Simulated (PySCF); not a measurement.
Compound: C6H7F3Si.
Numbering: `[CH3:1][C:2]1=[CH:3][SiH2:4][C:5]([C:6]([F:7])([F:8])[F:9])=[CH:10]1`

Structure used (GFN2-xTB), in Å, numbered top down from 1:
```xyz
17
C6H7F3Si angstrom
C     -2.6522    0.2973   -0.1377
C     -1.2470   -0.1430    0.0991
C     -0.8635   -1.2595    0.7408
Si     1.0138   -1.3966    0.7964
C      1.0804    0.2419   -0.1549
C      2.3161    0.9303   -0.5705
F      2.1183    2.0830   -1.2362
F      3.0819    0.1633   -1.3777
F      3.1064    1.2414    0.4807
C     -0.1542    0.6927   -0.3995
H     -3.3607   -0.4125    0.2815
H     -2.8198    1.2738    0.3165
H     -2.8393    0.3938   -1.2072
H     -1.5830   -1.9488    1.1499
H      1.5709   -2.4922    0.0092
H      1.5971   -1.2628    2.1281
H     -0.3723    1.6099   -0.9284
```

NICS is the negative of the GIAO shielding at a point without a nucleus: at the ring centre (0) and 1 Å above and below it (1); zz is the component along the ring normal. Level: GIAO PBE0/pcSseg-1 (PySCF, non-relativistic, gas phase) on the GFN2-xTB geometry, one conformer.

Ring bond lengths (Å), with Mayer bond orders in brackets: C2–C3 1.344 (1.85), C3–Si4 1.883 (0.91), Si4–C5 1.896 (0.79), C5–C10 1.337 (1.79), C10–C2 1.463 (1.03).

Problem. Give the NICS values of each ring in ppm.

Solution. 
```tsv
ring	type	NICS(0)	NICS(1), two faces	NICS(1)zz, two faces	rms pucker (Å)	centre to ring atoms, mean (Å)
C2–C3–Si4–C5–C10	5-membered ring with Si; formal bonds 2 double, 3 single	0.9	-2.1 / -2.1	1.5 / 1.5	0.00	1.34
```

Problem. What do they say, and how far can they be read as aromaticity?

Solution. 
- C2–C3–Si4–C5–C10: mean NICS(1)zz 1.5 ppm, near zero. Si4 has four or more neighbours, so the value isn't read as a sign of a π ring current.

Problem. List the ring angles and the Hirshfeld charges of the ring atoms.

Solution. 
- C2–C3–Si4–C5–C10: C2 115.1° (+0.019 e), C3 111.0° (-0.150 e), Si4 87.6° (+0.338 e), C5 110.5° (-0.130 e), C10 115.8° (-0.028 e); sum 540.0° against 540° for a flat convex ring.
